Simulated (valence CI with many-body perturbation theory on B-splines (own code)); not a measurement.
Hyperfine factors and g values of Pb10+

Computed by valence CI with perturbative core correlation (CI+MBPT): four valence electrons over a frozen Dirac-Fock core [Xe] 4f14, radial functions for each j: 7 s, 7 p, 8 d, 6 f, 4 g, 1 h, with the one-electron correlation potential Σ1 (screened to all orders), the two-electron term Σ2, the three-electron term Σ3, Breit, model QED; selected single and double excitations, second order for the rest, scaled by the run's own slope (own B-spline code, finite nucleus).

No measured levels were compared; by estimate terms of the open shell hold to 2 to 4 % of their energy, and close levels can change places. Excitations out of the core, of the other parity, are not computed and may begin above about 49.7 eV (a cautious bound); beyond it only levels of the ground parity were kept, without lifetimes.

A/g_I is the dipole constant over the nuclear g factor μ/I (μ in nuclear magnetons, uniformly magnetised nucleus), B/Q the quadrupole constant per barn. Both hold the static response of the core; the bare values leave it out. Large factors of s and p1/2 electrons are usually good to 5 to 10 %; those of open d and f shells near neutrality can be off by tens of per cent, and small factors of p3/2, d and f electrons come from cancelling terms and can be off by a factor of two or in sign, in half-filled shells by more. B is blank for J = 1/2, where it vanishes, and for nearly pure S terms. Energies count from the lowest level. Levels with J = 0 are left out.

Levels are named by their leading jj configuration (3d3/2^4 stands for four electrons in 3d with j = 3/2), which in mixed levels can hold well under half, so a name can repeat and another be missing. Letters in brackets count levels of one name in rising energy.

```csv
Level,E (cm⁻¹),g,A/g_I (MHz),A/g_I bare,B/Q (MHz/b),B/Q bare
(5d3/2^3 5d5/2) J=1,17613,1.499,-1640,-259,1130,984
(5d3/2^3 5d5/2) J=2,28407,1.406,-264,1070,1570,1350
(5d3/2^3 5d5/2) J=4,33573,1.169,1840,2580,-899,-965
(5d3/2^3 5d5/2) J=3,34132,1.330,659,1890,416,269
(5d3/2^2 5d5/2^2) J=4 [a],51178,1.137,1700,2220,-1100,-1060
(5d3/2^2 5d5/2^2) J=3 [a],55040,0.999,2340,2340,725,653
(5d3/2^2 5d5/2^2) J=2 [a],55377,0.989,1990,1810,2270,2070
(5d3/2^2 5d5/2^2) J=5,59896,1.080,2160,2520,2620,2270
(5d3/2^2 5d5/2^2) J=1,62038,1.251,1410,2440,27.2,-12.9
(5d3/2^2 5d5/2^2) J=6,64046,1.098,2170,2640,2980,2570
(5d3/2^2 5d5/2^2) J=4 [b],68802,1.030,2630,2880,-1230,-1050
(5d3/2^2 5d5/2^2) J=2 [b],69876,1.148,1760,2340,745,637
(5d3/2^2 5d5/2^2) J=3 [b],70304,1.155,1980,2680,1150,1010
(5d3/2 5d5/2^3) J=4 [a],79161,1.201,1150,1840,783,705
(5d3/2^2 5d5/2^2) J=2 [c],83753,1.046,2990,3440,56.0,-1.05
(5d3/2 5d5/2^3) J=3 [a],85265,1.112,1390,1680,396,430
(5d3/2 5d5/2^3) J=5,90718,1.152,1600,2160,-1880,-1680
(5d3/2 5d5/2^3) J=1 [a],91313,0.785,3740,3000,1050,884
(5d3/2 5d5/2^3) J=6,92933,1.067,2200,2510,3980,3590
(5d3/2^2 5d5/2^2) J=4 [c],94128,1.116,1650,2040,2460,2150
(5d3/2^2 5d5/2^2) J=2 [d],97576,1.342,573,1830,-658,-598
(5d3/2 5d5/2^3) J=3 [b],104110,1.085,2050,2400,1930,1830
(5d3/2 5d5/2^3) J=2,104310,0.990,2810,2900,2170,1900
(5d3/2 5d5/2^3) J=3 [c],119390,1.066,2350,2690,3850,3360
(5d3/2 5d5/2^3) J=1 [b],119790,1.464,-1080,352,-1590,-1370
(5d3/2 5d5/2^3) J=4 [b],121530,1.046,2230,2440,2060,1930
(5d5/2^4) J=2 [a],122920,1.070,2270,2590,-607,-489
(5d5/2^4) J=4,126670,1.148,1590,2140,-1510,-1330
(5d5/2^4) J=2 [b],145600,1.006,2240,2240,-1940,-1780
(5d3/2^3 6s) J=1,330790,0.170,-23400,-22300,-1270,-1140
(5d3/2^3 6s) J=2,335670,1.033,28200,26000,-2540,-2290
(5d3/2^2 5d5/2 6s) J=3 [a],352280,1.236,17500,16600,-1300,-1230
(5d3/2^2 5d5/2 6s) J=2 [a],356970,1.093,-1150,-495,-688,-661
(5d3/2^2 5d5/2 6s) J=4 [a],361830,1.251,13300,13000,206,67.2
(5d3/2^2 5d5/2 6s) J=1 [a],363530,1.921,16700,17100,603,494
```

(1) Take the isotope of mass number 207, with I = 1/2, μ = 0.5906 μN. What is the hyperfine structure of (5d3/2^3 5d5/2) J=4?

Results:

(1) From the table A = 2170 MHz. Shifts from the centre of gravity in MHz: F = 7/2: -5420, F = 9/2: 4340.
